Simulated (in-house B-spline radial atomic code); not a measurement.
Ionisation energies along the 5-electron series, configuration [He] 2s2 2p1, as differences of self-consistent energies. NIST's values go from ground level to ground level; the uncertainty of those that are theory runs from under 0.1 % in few-electron ions to several per cent in heavy many-electron ones. Computed with an all-electron radial atomic-structure program (B-spline basis): non-relativistic Hartree-Fock, average of the configuration, point nuclei.

This level leaves out relativity, spin-orbit splitting included, which matters for heavy ions.

```tsv
ion	configuration after	ionisation energy (eV)	IE/(q+1)² (eV)	-ε less Coulomb ΔSCF (eV)	tabulated value (eV)	tabulated kind	computed minus tabulated (eV)
Ce53+	[He] 2s2	10262.1	3.5193	0.69242	10840	tabulated theory	-578
Pr54+	[He] 2s2	10639.3	3.5171	0.69259	11262	tabulated theory	-623
Nd55+	[He] 2s2	11023.3	3.5151	0.69275	11694	tabulated theory	-671
Pm56+	[He] 2s2	11414.1	3.5131	0.6929	12136	tabulated theory	-722
Sm57+	[He] 2s2	11811.7	3.5112	0.69305	12588	tabulated theory	-776
Eu58+	[He] 2s2	12216.1	3.5094	0.69319	13050	tabulated theory	-834
Gd59+	[He] 2s2	12627.3	3.5076	0.69333	13521	tabulated theory	-894
Tb60+	[He] 2s2	13045.3	3.5059	0.69347	14003	tabulated theory	-958
Dy61+	[He] 2s2	13470.1	3.5042	0.6936	14495	tabulated theory	-1025
Ho62+	[He] 2s2	13901.8	3.5026	0.69372	14998	tabulated theory	-1096
Er63+	[He] 2s2	14340.2	3.501	0.69385	15511	tabulated theory	-1171
Tm64+	[He] 2s2	14785.4	3.4995	0.69397	16036	tabulated theory	-1251
Yb65+	[He] 2s2	15237.4	3.498	0.69408	16570	tabulated theory	-1333
Lu66+	[He] 2s2	15696.2	3.4966	0.6942	17120	tabulated theory	-1424
Hf67+	[He] 2s2	16161.9	3.4952	0.6943	17680	tabulated theory	-1518
Ta68+	[He] 2s2	16634.3	3.4939	0.69441	18250	tabulated theory	-1616
W69+	[He] 2s2	17113.5	3.4926	0.69451	18872	semi-empirical	-1758
Re70+	[He] 2s2	17599.6	3.4913	0.69461	19420	tabulated theory	-1820
Os71+	[He] 2s2	18092.4	3.49	0.69471	20030	tabulated theory	-1938
Ir72+	[He] 2s2	18592.0	3.4888	0.69481	20650	tabulated theory	-2058
Pt73+	[He] 2s2	19098.5	3.4877	0.6949	21280	tabulated theory	-2182
Au74+	[He] 2s2	19611.7	3.4865	0.69499	21920	tabulated theory	-2308
```
